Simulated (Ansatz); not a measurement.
`N[Si]1(I)CO1` + H₂ → `I[SiH]1CO1` + NH₃ at 700 K and 1 bar (hydrogenolysis of the Si–N bond).

Isolated molecules relaxed with PBE0-D4/def2-TZVP in Ansatz; ΔE leaves out vibrations. CCSD(T)/CBS adds triple-zeta CCSD(T) − MP2 to the extrapolated MP2 energy (def2 sets, frozen cores). This one scheme is used for every species. def2 core potentials past Kr. For I outer-core shells are correlated without core-valence functions, which leaves a few kJ/mol of doubt a bond. Each species was taken in one conformer, which may not be the lowest.

```csv
species,CCSD(T)/CBS energy (Eh),H − E (kJ/mol),S (J/(mol·K))
`N[Si]1(I)CO1`,-756.91964,225.9,466.3
H₂,-1.17544,46.8,155.3
`I[SiH]1CO1`,-701.56659,161.1,400.7
NH₃,-56.50880,116.9,226.5
```

H − E and S are ideal-gas, rigid-rotor, harmonic terms from PBE0-D4/def2-TZVP, for one conformer and one mirror image of each species. The MP2-based limit puts H₂ 0.8 mEh under its directly extrapolated value; such offsets cancel only in part. 1 Eh = 2625.50 kJ/mol, R = 8.31446 J/(mol·K).

**Question.** By hand: ΔE, ΔH, ΔS and ΔG.

**Answer.** ΔE = (-701.56659) + (-56.50880) − (-756.91964) − (-1.17544) = 0.01969 Eh = 51.7 kJ/mol. Δ(H − E) = 161.1 + 116.9 − 225.9 − 46.8 = 5.3, so ΔH = 57.0 kJ/mol. ΔS = 400.7 + 226.5 − 466.3 − 155.3 = 5.6 J/(mol·K). ΔG = 57.0 − 700 × (5.6)/1000 = 53.1 kJ/mol.

**Question.** By hand: the equilibrium constant, and the temperature at which ΔG would vanish if ΔH and ΔS stayed fixed.

**Answer.** log₁₀ K = −ΔG/(RT ln 10) = -4.0. ΔG = 0 at ΔH/ΔS = 10179 K, far beyond where these terms or the molecules hold.

The number of gas molecules stays the same, so ΔS is small and ΔH decides. A doubt of 5 kJ/mol in ΔE shifts log₁₀ K by 0.4 here. Other conformers and mirror images would add mixing entropy, several J/(mol·K) or more a flexible species. These are equilibria of isolated gas molecules and say nothing of rates. Largest T1 diagnostic: 0.012 (customary marks: 0.02 for closed shells, 0.045 for open ones).
